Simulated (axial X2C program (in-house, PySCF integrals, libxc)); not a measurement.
Ω levels of FPtF from open-shell CI on d8 s0

Calculated with an axial X2C code built on PySCF integrals: two-component X2C with atomic mean-field Coulomb and Gaunt terms, basis F dyall-av3z, Pt dyall-v3z (cores contracted in-house). Orbitals come from Hartree–Fock averaged over the configuration Pt d8 s0; CI then distributes these electrons over the d, s shells of Pt.

F–Pt–F held linear, both bonds 1.899 Å (near the minimum of the configuration average).

Lowest levels of this model:

```tsv
Ω	energy (cm⁻¹)	g∥	configuration
1	0	2.55	100% d8
0	174	0.00	100% d8
2	986	5.45	100% d8
3	3789	7.66	100% d8
4	3920	9.96	100% d8
0	5541	0.00	100% d8
1	7095	2.09	100% d8
0	8125	0.00	100% d8
1	9221	2.61	100% d8
2	9228	4.52	100% d8
3	11928	6.33	100% d8
2	13045	3.72	100% d8
1	14729	1.22	100% d8
0	15120	0.00	100% d8
2	16615	4.84	100% d8
0	18359	0.00	100% d8
0	19677	0.00	100% d8
0	24160	0.00	100% d8
```

g∥ is the magnitude of 2⟨Lz + ge Sz⟩ for the +Ω component.

(1) From Ω and g∥ of the lowest level, whose 2⟨Lz + ge Sz⟩ is positive, find ⟨Sz⟩ and ⟨Lz⟩ (ge = 2.0023).

Occupations of the active spinors in the lowest level by ω, shell by shell in order of energy: -5/2: 0.96; -3/2: 0.97 0.10; -1/2: 0.97 0.97 0.00; 1/2: 0.85 0.21 0.00; 3/2: 0.99 0.97; 5/2: 1.00. The leading determinant has weight 0.76 among 72.

This point took 3.7 s on 1 thread of Arm Neoverse V1, with other jobs on the host.

There is no dynamic correlation: spin–orbit spacings and, for f shells, spacings inside one term are the most reliable numbers, splittings between terms come out too wide, and energies between configurations are not reliable, so the lowest level need not be the ground state of the molecule. For d shells the ligand-field splittings (σ, π, δ) and their order can be off by a thousand cm⁻¹ or more. At most 4 roots were kept for each Ω > 0 (twice that for Ω = 0) within 3.2 eV of the lowest, so higher up levels can be missing between those listed; levels with Ω > 0 are doubly degenerate and listed once, Ω = 0 levels singly. Some active spinors are only partly of the character that their shell is named for, so the shell names and counts are nominal. States that fill the shells left empty in the average are placed too high. The molecule was held linear; bending was not examined.

Results:

(1) Ω = ⟨Lz⟩ + ⟨Sz⟩ = 1 and ⟨Lz⟩ + ge⟨Sz⟩ = 1.275, so ⟨Sz⟩ = 0.27 and ⟨Lz⟩ = 0.73.
